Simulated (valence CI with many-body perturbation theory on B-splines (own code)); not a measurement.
# Energy levels of Gd LIX

Calculated by configuration interaction combined with many-body perturbation theory (CI+MBPT): four valence electrons over a frozen Dirac-Fock core [He], radial functions for each j: 11 s, 11 p, 10 d, 8 f, 5 g, 2 h, with the one-electron correlation potential Σ1 (screened to all orders), the two-electron term Σ2, the three-electron term Σ3, Breit, model QED; selected single and double excitations, second order for the rest, scaled by the run's own slope (own B-spline code, finite nucleus).

No measured spectrum was set against this ion. As an estimate, large intervals hold to a few tenths of a per cent, small ones and those within an open d or f shell to about a per cent. Among the levels kept, up to 920 cm⁻¹ of a level comes from second order outside the variational space, and about a tenth of that is noise between levels of different J, which matters for small intervals.

Levels 136 to 180 of 207, with energies above the lowest level, (2s^2 2p1/2^2) J=0. "Leading %" is the weight of the configuration and term that name the level; weights of strongly mixed levels are sums over their largest components and can fall short. In the jj column 3d3/2^4 stands for four electrons in 3d with j = 3/2.

```
No.  Configuration  Term  J  E (eV)  Leading %    Second component      g                  Leading jj
136      2s 2p2 3s    3S  1  9202.2         68   15 % 2s 2p2 3s 3P  1.942        2s 2p3/2^2 3s (99 %)
137      2s 2p2 3p   3D°  3  9202.5         42  19 % 2s 2p2 3p 5D°  1.294     2s 2p3/2^2 3p1/2 (99 %)
138      2s 2p2 3s    1P  1  9208.5         43   30 % 2s 2p2 3s 3D  0.980        2s 2p3/2^2 3s (99 %)
139      2s 2p2 3s    3P  2  9211.3         63   17 % 2s 2p2 3s 1D  1.364        2s 2p3/2^2 3s (99 %)
140      2s 2p2 3s    1S  0  9228.0         68   31 % 2s 2p2 3s 3P               2s 2p3/2^2 3s (99 %)
141      2s 2p2 3p   3P°  0  9290.7         80  14 % 2s 2p2 3p 5D°            2s 2p3/2^2 3p1/2 (99 %)
142      2s 2p2 3p   3P°  1  9290.9         33  18 % 2s 2p2 3p 3S°  1.303     2s 2p3/2^2 3p1/2 (98 %)
143      2s 2p2 3p   3P°  1  9291.4         50  22 % 2s 2p2 3p 1P°  1.298     2s 2p3/2^2 3p1/2 (99 %)
144      2s 2p2 3p   3D°  2  9293.1         33  21 % 2s 2p2 3p 3F°  1.052     2s 2p3/2^2 3p1/2 (99 %)
145         2p3 3s   5S°  2  9384.8         51     26 % 2p3 3s 3D°  1.555     2p1/2 2p3/2^2 3s (93 %)
146         2p3 3s   3S°  1  9387.6         38     29 % 2p3 3s 3D°  1.372     2p1/2 2p3/2^2 3s (67 %)
147         2p3 3s   3D°  3  9392.6         35  32 % 2s 2p2 3p 3D°  1.355     2s 2p3/2^2 3p3/2 (65 %)
148      2s 2p2 3p   5D°  4  9399.3         61  39 % 2s 2p2 3p 3F°  1.381    2s 2p3/2^2 3p3/2 (100 %)
149         2p3 3s   1D°  2  9412.7         44     39 % 2p3 3s 3D°  1.106     2p1/2 2p3/2^2 3s (84 %)
150         2p3 3s   3D°  3  9416.4         61  20 % 2s 2p2 3p 3D°  1.340     2p1/2 2p3/2^2 3s (61 %)
151      2s 2p2 3p   3S°  1  9422.0         22     16 % 2p3 3s 3S°  1.459     2s 2p3/2^2 3p3/2 (68 %)
152      2s 2p2 3p   3P°  2  9446.6         35  18 % 2s 2p2 3p 1D°  1.310     2s 2p3/2^2 3p3/2 (78 %)
153         2p3 3p    5P  1  9450.7         42      20 % 2p3 3p 3D  1.660  2p1/2 2p3/2^2 3p1/2 (90 %)
154         2p3 3s   3P°  1  9454.6         57     29 % 2p3 3s 1P°  1.293     2p1/2 2p3/2^2 3s (86 %)
155         2p3 3p    3F  2  9457.6         28      18 % 2p3 3p 5P  1.227  2p1/2 2p3/2^2 3p1/2 (84 %)
156         2p3 3s   3P°  0  9459.0         99                                2p1/2 2p3/2^2 3s (99 %)
157         2p3 3p    3F  3  9471.5         30      21 % 2p3 3p 1F  1.147  2p1/2 2p3/2^2 3p1/2 (66 %)
158      2s 2p2 3d    5P  2  9486.0         20   19 % 2s 2p2 3d 5D  1.358     2s 2p3/2^2 3d3/2 (83 %)
159      2s 2p2 3d    3F  4  9488.0         37   25 % 2s 2p2 3d 5F  1.211     2s 2p3/2^2 3d3/2 (96 %)
160      2s 2p2 3d    5P  1  9489.1         37   19 % 2s 2p2 3d 3P  1.793     2s 2p3/2^2 3d3/2 (89 %)
161      2s 2p2 3d    5D  3  9489.2         19      14 % 2p3 3p 3F  1.232     2s 2p3/2^2 3d3/2 (63 %)
162      2s 2p2 3p   3P°  0  9490.9         60  39 % 2s 2p2 3p 1S°            2s 2p3/2^2 3p3/2 (99 %)
163      2s 2p2 3p   3D°  3  9496.8         63  15 % 2s 2p2 3p 3F°  1.247     2s 2p3/2^2 3p3/2 (96 %)
164      2s 2p2 3p   3P°  2  9496.9         72   6 % 2s 2p2 3p 5D°  1.416     2s 2p3/2^2 3p3/2 (99 %)
165      2s 2p2 3p   3P°  2  9507.4         45  24 % 2s 2p2 3p 1D°  1.343     2s 2p3/2^2 3p3/2 (99 %)
166      2s 2p2 3p   1P°  1  9509.9         47  17 % 2s 2p2 3p 3P°  1.179     2s 2p3/2^2 3p3/2 (87 %)
167         2p3 3p    3P  2  9512.3         51      21 % 2p3 3p 1D  1.306  2p1/2 2p3/2^2 3p1/2 (98 %)
168         2p3 3p    3D  1  9521.2         69      21 % 2p3 3p 1P  0.637  2p1/2 2p3/2^2 3p1/2 (93 %)
169      2s 2p2 3d    5F  5  9522.5         60   40 % 2s 2p2 3d 3G  1.302    2s 2p3/2^2 3d5/2 (100 %)
170      2s 2p2 3d    3F  4  9526.0         54   29 % 2s 2p2 3d 5D  1.281     2s 2p3/2^2 3d5/2 (96 %)
171      2s 2p2 3p   1P°  1  9534.6         36  24 % 2s 2p2 3p 3S°  1.201     2s 2p3/2^2 3p3/2 (98 %)
172      2s 2p2 3d    3P  0  9538.8         78   11 % 2s 2p2 3d 5D            2s 2p3/2^2 3d5/2 (84 %)
173      2s 2p2 3d    3P  1  9551.9         34   22 % 2s 2p2 3d 3D  1.337     2s 2p3/2^2 3d5/2 (80 %)
174      2s 2p2 3d    3D  3  9555.1         37   18 % 2s 2p2 3d 3F  1.193     2s 2p3/2^2 3d5/2 (84 %)
175      2s 2p2 3d    3P  2  9561.3         36   14 % 2s 2p2 3d 1D  1.265     2s 2p3/2^2 3d5/2 (77 %)
176         2p3 3p    3P  0  9565.5         64      35 % 2p3 3p 1S         2p1/2 2p3/2^2 3p1/2 (98 %)
177      2s 2p2 3d    3D  1  9573.2         41   27 % 2s 2p2 3d 1P  0.808     2s 2p3/2^2 3d3/2 (76 %)
178      2s 2p2 3d    3F  2  9577.7         36   25 % 2s 2p2 3d 3D  1.011     2s 2p3/2^2 3d3/2 (94 %)
179      2s 2p2 3d    1F  3  9580.1         32   31 % 2s 2p2 3d 3F  1.026     2s 2p3/2^2 3d3/2 (88 %)
180      2s 2p2 3d    3D  2  9584.7         57   20 % 2s 2p2 3d 1D  1.124     2s 2p3/2^2 3d3/2 (78 %)
```

Where two levels of one J and parity lie close, their mixing, g and order are uncertain.
